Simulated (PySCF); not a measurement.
A structure optimised at PBE0-D3(BJ)/def2-TZVPD, used in a PySCF frequency run:

```
Ga
O 1 1.7054
```
Charge 0, spin multiplicity 2.

### Question
Write its SMILES, formula and point group.

### Answer
[O]=[Ga], GaO, C∞v

### Question
What are its rotational constants (standard atomic weights)?

### Answer
13.353 GHz (linear rotor, B only)
